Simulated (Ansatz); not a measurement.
## A ladder of methods for GeH2ClO (SMILES [O][GeH2][Cl])

GeH2ClO has 5 atoms, charge 0, and is taken as a doublet. As SMILES, `[O][GeH2][Cl]`. Geometry: optimised at wB97X-V/def2-SVP.

```xyz
5

O    -0.2737   -0.5918    1.6273
Ge    0.1245   -0.0804   -0.0374
Cl   -1.3520    1.2934   -0.7787
H     0.0855   -1.3433   -0.8973
H     1.4655    0.6483    0.0447
```

Quantity: the dissociation energy of the H5–Ge2 bond into doublet H and singlet GeHClO (shapes relaxed at wB97X-V/def2-SVP, no zero-point term), in eV. The values are calculated.

| level | kind | program | value (eV) | CPU time (all runs) |
| --- | --- | --- | --- | --- |
| UHF/def2-TZVPP | Hartree–Fock | Ansatz | 2.70 | 18 s |
| UPBE/def2-TZVPP | GGA | Ansatz | 1.47 | 8.8 s |
| U-r2SCAN/def2-TZVPP | meta-GGA | Ansatz | 1.83 | 16 s |
| UB3LYP/def2-TZVPP | global hybrid | Ansatz | 1.83 | 13 s |
| UPBE0-D4/def2-TZVPP | global hybrid | Ansatz | 1.84 | 14 s |
| U-wB97M-V/def2-TZVPP | range-separated hybrid | Ansatz | 1.86 | 38 s |

All-electron rows without a relativistic Hamiltonian named are non-relativistic. The values span 1.47 to 2.70 eV. A fragment with an even electron count was run as a singlet and may have a lower triplet. Measured bond enthalpies also hold zero-point and thermal terms, a few tenths of an eV less. CPU times are rough (shared hosts, several kinds of processor): they show what a rung costs within a factor of a few.
